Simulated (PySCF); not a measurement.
Order these species by their calculated properties.

Each SMILES stands for a single optimised conformer of the isolated species, non-relativistic unless stated. Electronic properties by PySCF.

Dipoles, sizes and rotational constants follow the conformer. The torsions of the flexible species, by atom-mapped SMILES:
- `[CH3:1][C:2]([S-:3])[C:4]1=[N:5][CH2:6][CH:7]=[N:8]1`: C1–C2–C4–N5 -1°
- `[CH3:1][CH2:2][CH2:3][Si:4]([F:5])[PH:6][SiH3:7]`: C1–C2–C3–Si4 65°, C2–C3–Si4–F5 64°, C3–Si4–P6–Si7 -173°
- `[CH3:1][N:2][CH2:3][SiH2:4][PH2:5]`: C1–N2–C3–Si4 93°, N2–C3–Si4–P5 -178°, H–P5–Si4–C3 -165°, H–P5–Si4–C3 -72°
- `[H]/[C:1]=[C:2](\[CH3:3])[CH2:4][O:5][C:6](=[CH2:7])[Cl:8]`: C1–C2–C4–O5 -116°, C2–C4–O5–C6 169°, C4–O5–C6–C7 -159°
- `[F:1][C:2]([F:3])=[C:4]([F:5])[C@H:6]1[CH:7][CH2:8][N:9]=[CH:10]1`: C2–C4–C6–C7 -39°

(1) Rank by smallest rotational constant, lowest first (GFN2-xTB).
A. `CCC[Si](F)P[SiH3]` [radical]
B. `C[N]C[SiH2]P` [radical]
C. `F[C]1CC2(C1)C[C@@]2(F)Cl` [radical]
D. `[SiH3]C(C)C`
E. `C[C]([S-])C1=NCC=N1` [radical]

(2) By how much do the two ends of that ranking differ?

(3) Rank by isotropic g value, highest first (unrestricted B3LYP/pcH-1, mean-field spin–orbit at GFN2-xTB geometries).
A. `C(Cl)(OC/C(=[C]/[H])C)=C` [radical]
B. `CCC[Si](F)P[SiH3]` [radical]
C. `FC(F)=C(F)[C@H]1[CH]CN=C1` [radical]
D. `[C]1(CC2(C1)C[C@]2(Cl)F)F` [radical]

## Answers

(1) A (0.577 GHz), C (0.728 GHz), E (0.954 GHz), B (1.171 GHz), D (2.973 GHz).

(2) By 2.396 GHz, between `CC(C)[SiH3]` and `CCC[Si](F)P[SiH3]` [doublet state].

(3) D (2.00369), B (2.00314), C (2.00254), A (2.00217).
